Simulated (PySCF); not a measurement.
BeS: energy against distance

Set-up: basis Be def2-TZVP, S def2-TZVP; no relativity; PySCF 2.14. Energies in eV from Be + S in their ground configurations at the same level. State: ¹Σ⁺ (singlet), closed shell.

All columns are PBE0. A positive dipole means Be(−)S(+).

```json
{"R (Å)": "1.501", "E (eV)": "-2.269", "μ (D)": "-4.73", "Mulliken charge on Be (basis-dependent)": "-0.01", "HOMO (eV)": "-7.33", "LUMO (eV)": "-3.43", "Mayer bond order": "2.68", "⟨S²⟩": "0.00"}
{"R (Å)": "1.571", "E (eV)": "-2.901", "μ (D)": "-4.92", "Mulliken charge on Be (basis-dependent)": "0.06", "HOMO (eV)": "-7.16", "LUMO (eV)": "-3.58", "Mayer bond order": "2.62", "⟨S²⟩": "0.00"}
{"R (Å)": "1.640", "E (eV)": "-3.257", "μ (D)": "-5.10", "Mulliken charge on Be (basis-dependent)": "0.11", "HOMO (eV)": "-7.01", "LUMO (eV)": "-3.73", "Mayer bond order": "2.56", "⟨S²⟩": "0.00"}
{"R (Å)": "1.693", "E (eV)": "-3.386", "μ (D)": "-5.23", "Mulliken charge on Be (basis-dependent)": "0.15", "HOMO (eV)": "-6.91", "LUMO (eV)": "-3.84", "Mayer bond order": "2.51", "⟨S²⟩": "0.00"}
{"R (Å)": "1.745", "E (eV)": "-3.423", "μ (D)": "-5.34", "Mulliken charge on Be (basis-dependent)": "0.19", "HOMO (eV)": "-6.82", "LUMO (eV)": "-3.95", "Mayer bond order": "2.47", "⟨S²⟩": "0.00"}
{"R (Å)": "1.797", "E (eV)": "-3.386", "μ (D)": "-5.44", "Mulliken charge on Be (basis-dependent)": "0.22", "HOMO (eV)": "-6.74", "LUMO (eV)": "-4.06", "Mayer bond order": "2.43", "⟨S²⟩": "0.00"}
{"R (Å)": "1.867", "E (eV)": "-3.252", "μ (D)": "-5.55", "Mulliken charge on Be (basis-dependent)": "0.26", "HOMO (eV)": "-6.64", "LUMO (eV)": "-4.20", "Mayer bond order": "2.36", "⟨S²⟩": "0.00"}
{"R (Å)": "1.954", "E (eV)": "-2.988", "μ (D)": "-5.66", "Mulliken charge on Be (basis-dependent)": "0.30", "HOMO (eV)": "-6.55", "LUMO (eV)": "-4.36", "Mayer bond order": "2.28", "⟨S²⟩": "0.00"}
{"R (Å)": "2.059", "E (eV)": "-2.586", "μ (D)": "-5.75", "Mulliken charge on Be (basis-dependent)": "0.34", "HOMO (eV)": "-6.46", "LUMO (eV)": "-4.54", "Mayer bond order": "2.17", "⟨S²⟩": "0.00"}
{"R (Å)": "2.199", "E (eV)": "-1.994", "μ (D)": "-5.79", "Mulliken charge on Be (basis-dependent)": "0.37", "HOMO (eV)": "-6.38", "LUMO (eV)": "-4.72", "Mayer bond order": "2.01", "⟨S²⟩": "0.00"}
```

A fit through these points gives, at Re = 1.743 Å, μ = -5.34 D and dμ/dR = -2.03 D/Å; the reduced mass is 7.03 u.

Task: How strong is the fundamental in the double-harmonic approximation, I = 42.26·(dμ/dR)²/μred km/mol?

Result: I = 42.26·(-2.03)²/7.03 = 24.8 km/mol at PBE0.
